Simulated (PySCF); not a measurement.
Species: C6H10F2.
Numbering: `[F:1][C:2]1([F:3])[CH2:4][CH2:5][CH2:6][CH2:7][CH2:8]1` (hydrogens: H9, H10 on C4; H11, H12 on C5; H13, H14 on C6; H15, H16 on C7; H17, H18 on C8)

Computed with PySCF at B3LYP/def2-SVPD, non-relativistic, on one gas-phase PBE0-D3(BJ)/def2-SVP geometry that isn't relaxed in the solvent. The solvent is an IEF-PCM continuum (Bondi radii, 1.10 Å for H, scaled by 1.2), and excitations are vertical TDDFT with non-equilibrium linear response and a frozen core. Specific hydrogen bonds and non-electrostatic terms are outside this model.

Gas-phase singlets (H = HOMO, L = LUMO):

| state | E (eV) | λ (nm) | f | leading configurations |
| --- | --- | --- | --- | --- |
| S1 | 7.949 | 156 | 0.000 | H→L 99% |
| S2 | 8.529 | 145 | 0.005 | H-1→L 96% |
| S3 | 8.594 | 144 | 0.002 | H→L+1 98% |
| S4 | 8.634 | 144 | 0.010 | H-2→L 97% |
| S5 | 8.733 | 142 | 0.029 | H→L+2 96% |

Task: What are the lowest 5 singlets in benzene (ε = 2.271)?

Result: 
```
state  E (eV)  λ (nm)      f  leading configurations  change by rank (eV)
   S1   7.987     155  0.000                 H→L 99%               +0.038
   S2   8.502     146  0.006               H-1→L 95%               -0.027
   S3   8.623     144  0.017               H-2→L 97%               +0.029
   S4   8.628     144  0.004               H→L+1 95%               -0.006
   S5   8.767     141  0.041               H→L+2 96%               +0.034
```

Task: How does the list change in chloroform (ε = 4.711)?

Result: 
```csv
state,E (eV),λ (nm),f,leading configurations,change by rank (eV)
S1,8.014,155,0.000,H→L 99%,+0.065
S2,8.503,146,0.004,H-1→L 96%,-0.026
S3,8.632,144,0.018,H-2→L 96%,+0.038
S4,8.640,143,0.008,H→L+1 91%,+0.006
S5,8.757,142,0.037,H→L+2 90%,+0.024
```

Task: How do the frontier levels move from gas to chloroform?

Result: 
```tsv
orbital	gas (eV)	solvent (eV)	change (eV)	Löwdin shares, gas	Löwdin shares, solvent
LUMO+2	1.02	1.24	+0.22	H16 12 %, H11 12 %, C7 10 %, C5 10 %	F1 14 %, H14 14 %, F3 9 %, H15 8 %
LUMO+1	0.95	1.12	+0.17	H12 11 %, H15 11 %, H17 11 %, H9 11 %	F3 15 %, H17 9 %, H9 9 %, H13 8 %
LUMO	0.28	0.51	+0.23	C6 12 %, C5 8 %, C7 8 %, H14 8 %	C6 10 %, C5 8 %, C7 8 %, C4 8 %
HOMO	-8.53	-8.40	+0.13	C2 15 %, C8 11 %, C4 11 %, F3 10 %	C2 14 %, C7 11 %, C5 11 %, C8 11 %
HOMO-1	-9.16	-8.92	+0.24	C6 20 %, C5 15 %, C7 15 %, H14 9 %	C6 21 %, C5 15 %, C7 15 %, H14 10 %
HOMO-2	-9.28	-9.05	+0.23	C6 22 %, H13 13 %, C5 11 %, C7 11 %	C6 23 %, H13 15 %, C8 11 %, C4 11 %
HOMO-3	-9.63	-9.45	+0.18	C8 12 %, C4 12 %, F1 11 %, C7 10 %	C8 13 %, C4 13 %, C7 11 %, C5 11 %
```

The HOMO–LUMO gap goes from 8.82 to 8.91 eV. Rows go by rank; for HOMO-2, HOMO-1, HOMO, LUMO+1 and LUMO+2 the atom shares or the degeneracy differ between the runs, so the row needn't follow one orbital.

The run took 66 s wall on x86-64 server, one thread, no GPU, shared host. This is the whole response run at B3LYP/def2-SVPD in chloroform, SCF included.
